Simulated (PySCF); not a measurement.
C3H8OSi2, SMILES C#CC[SiH2]O[SiH3], GFN2-xTB optimised geometry.

```
14

C      2.98    -0.96     0.00
C      1.79    -0.96     0.00
C      0.35    -0.94    -0.01
Si    -0.36     0.62    -0.86
O     -1.97     0.52    -0.76
Si    -3.58     0.44    -0.77
H      4.03    -0.97     0.00
H     -0.01    -1.84    -0.52
H     -0.01    -1.00     1.02
H      0.04     1.84    -0.15
H     -0.01     0.65    -2.28
H     -4.05     1.14    -1.96
H     -4.03     1.08     0.47
H     -3.93    -0.98    -0.81
```

Density from PBE/def2-TZVP (PySCF 2.14.0) at that geometry.

Minimum of the electron density along straight lines between bonded atoms, close to the bond critical point (lines longer than 1.1 times the sum of covalent radii, or with two minima, are not listed):

| bond | length / Å | ρ at the minimum / e bohr⁻³ | ∇²ρ there / e bohr⁻⁵ | position (fraction from the first atom) |
|---|---|---|---|---|
| C1–C2 | 1.197 | 0.419 | … | 0.48 |
| C2–C3 | 1.440 | 0.274 | … | 0.53 |
| C3–Si4 | 1.910 | 0.115 | 0.12 | 0.61 |
| Si4–O5 | 1.619 | 0.138 | 0.93 | 0.42 |
| O5–Si6 | 1.617 | 0.139 | 0.94 | 0.58 |
| C1–H7 | 1.048 | … | -1.10 | 0.66 |
| C3–H8 | 1.093 | 0.270 | -0.89 | 0.64 |
| C3–H9 | 1.093 | 0.270 | -0.89 | 0.64 |
| Si4–H10 | 1.462 | 0.128 | 0.15 | 0.50 |
| Si4–H11 | 1.462 | 0.127 | 0.15 | 0.50 |
| Si6–H12 | 1.461 | 0.127 | 0.16 | 0.50 |
| Si6–H13 | 1.461 | 0.127 | 0.17 | 0.50 |
| Si6–H14 | 1.461 | 0.127 | 0.16 | 0.50 |

Fill in the missing entries.


- C1–C2, ∇²ρ there / e bohr⁻⁵: -1.20
- C2–C3, ∇²ρ there / e bohr⁻⁵: -0.71
- C1–H7, ρ at the minimum / e bohr⁻³: 0.297
